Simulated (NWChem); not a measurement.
Molecule: C₂H₇Al; SMILES [CH3][AlH][CH3]

Computed with NWChem. Pople sets run with spherical d functions. B3LYP is NWChem's, with the RPA form of VWN correlation. Each level has its own optimisation; frequencies are unscaled.

```
level                r Al–C (Å)  r Al–H (Å)  highest harmonic frequency (cm⁻¹)  lowest (cm⁻¹)  zero-point energy (kcal/mol)  dipole (D)
-------------------  ----------  ----------  ---------------------------------  -------------  ----------------------------  ----------
B3LYP/3-21G               1.988       1.616                               3113              8                          49.4        0.70
Hartree-Fock/6-31G*       1.976       1.593                               3245             24                          51.4        0.54
PBE/def2-SVP              1.970       1.610                               3069             35                          46.9        0.73
B3LYP/6-31G*              1.970       1.600                               3115             31                          48.7        0.69
```
